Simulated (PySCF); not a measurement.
Can point charges reproduce the dipole moment of `CO[SiH2]OCC(C)(C)C`?

Coordinates (PBE0-D3(BJ)/def2-SVP, Å) and charges (e) from the PBE0/pcSseg-1 density (PySCF):

| atom | x | y | z | Mulliken | IAO | Hirshfeld | ESP-fitted |
| --- | --- | --- | --- | --- | --- | --- | --- |
| C1 | 3.107 | -1.251 | 0.063 | -0.0300 | -0.1906 | -0.0311 | -0.0612 |
| O2 | 2.587 | -0.210 | -0.719 | -0.6474 | -0.6343 | -0.2239 | -0.4388 |
| Si3 | 2.103 | 1.258 | -0.115 | +0.9846 | +1.1539 | +0.4432 | +0.6974 |
| O4 | 0.759 | 1.167 | 0.844 | -0.6606 | -0.6421 | -0.2204 | -0.4495 |
| C5 | -0.593 | 1.349 | 0.512 | +0.2273 | -0.0372 | +0.0107 | -0.0171 |
| C6 | -1.333 | 0.044 | 0.186 | -0.6287 | +0.0427 | +0.0169 | +0.6964 |
| C7 | -0.809 | -0.551 | -1.122 | -0.2086 | -0.4133 | -0.1213 | -0.5541 |
| C8 | -2.815 | 0.386 | 0.033 | -0.1741 | -0.4078 | -0.1137 | -0.6409 |
| C9 | -1.137 | -0.951 | 1.329 | -0.1666 | -0.4054 | -0.1200 | -0.5665 |
| H10 | 3.701 | -0.879 | 0.919 | +0.0999 | +0.1222 | +0.0403 | +0.0787 |
| H11 | 3.765 | -1.876 | -0.560 | +0.1200 | +0.1492 | +0.0470 | +0.0959 |
| H12 | 2.301 | -1.892 | 0.461 | +0.1092 | +0.1302 | +0.0410 | +0.0712 |
| H13 | 1.818 | 2.103 | -1.306 | -0.1404 | -0.1519 | -0.0769 | -0.1130 |
| H14 | 3.187 | 1.773 | 0.767 | -0.1394 | -0.1558 | -0.0818 | -0.1148 |
| H15 | -0.696 | 2.046 | -0.343 | +0.0981 | +0.1107 | +0.0325 | +0.0451 |
| H16 | -1.079 | 1.827 | 1.380 | +0.1061 | +0.1327 | +0.0370 | +0.0614 |
| H17 | -1.332 | -1.491 | -1.357 | +0.1109 | +0.1327 | +0.0379 | +0.1240 |
| H18 | -0.971 | 0.140 | -1.965 | +0.1059 | +0.1280 | +0.0352 | +0.1130 |
| H19 | 0.268 | -0.771 | -1.074 | +0.1575 | +0.1410 | +0.0272 | +0.1552 |
| H20 | -3.229 | 0.808 | 0.963 | +0.1103 | +0.1304 | +0.0375 | +0.1340 |
| H21 | -3.398 | -0.515 | -0.213 | +0.1157 | +0.1368 | +0.0405 | +0.1591 |
| H22 | -2.977 | 1.118 | -0.774 | +0.1092 | +0.1304 | +0.0376 | +0.1318 |
| H23 | -0.068 | -1.159 | 1.484 | +0.1268 | +0.1374 | +0.0312 | +0.1450 |
| H24 | -1.542 | -0.557 | 2.275 | +0.1061 | +0.1301 | +0.0368 | +0.1241 |
| H25 | -1.648 | -1.902 | 1.111 | +0.1082 | +0.1303 | +0.0366 | +0.1236 |

Q: Form Σ q r in debye for every column and set it beside the full dipole.

A: The full density gives (-0.40, -0.39, 0.31) D, 0.64 D in size; dipole vectors point from the negative to the positive end.

| scheme | μx | μy | μz | size (D) | share of the full size (%) | angle to the full dipole (°) |
| --- | --- | --- | --- | --- | --- | --- |
| Mulliken | -0.44 | -0.35 | 0.39 | 0.69 | 108 | 7 |
| IAO | -0.13 | 0.64 | 0.19 | 0.68 | 107 | 108 |
| Hirshfeld | 0.02 | 0.08 | 0.14 | 0.17 | 26 | 88 |
| ESP-fitted | -0.38 | -0.39 | 0.34 | 0.64 | 101 | 3 |

Q: Which set comes closest?

A: Length of the difference vector: ESP-fitted 0.04 D, Mulliken 0.09 D, Hirshfeld 0.65 D, IAO 1.07 D. Closest: ESP-fitted. The schemes that divide the density aren't constrained to reproduce the dipole.

Q: What is left for the Hirshfeld atoms' own dipoles?

A: The shares of the density sum to the whole, so what Σ q r misses lies in dipoles about the nuclei. The atomic dipoles sum to (-0.40, -0.39, 0.31) − (0.02, 0.08, 0.14) = (-0.42, -0.47, 0.17) D, 0.65 D in size.

Q: With the origin at the mean of the coordinates, (-0.001, 0.001, 0.111) Å, which are the largest single terms, by size, of the Hirshfeld dipole along the direction of the full one?

A: Si3 -4.67, O2 +2.05, H13 +1.15, C9 -1.09, H14 +1.08 D; all 25 atoms together +0.01 D. The single terms depend on the origin, their sum doesn't.

Q: Give the size of the full dipole in other units.

A: 0.64 D = 0.251 au = 0.133 e·Å = 2.13 × 10⁻³⁰ C·m.

One conformer (not necessarily the lowest) at the PBE0-D3(BJ)/def2-SVP geometry, without solvent, vibrations or thermal averaging.

The run behind these numbers computed NMR shieldings as well. Time: 1.8 min of wall time; peak memory 1.3 GiB. Hardware: one thread of an Arm Neoverse N1, on a shared host.

Shape of the structure used: `[CH3:1][O:2][SiH2:3][O:4][CH2:5][C:6]([CH3:7])([CH3:8])[CH3:9]`: C1–O2–Si3–O4 -68°, O2–Si3–O4–C5 -94°, Si3–O4–C5–C6 95°, O4–C5–C6–C7 -68°.
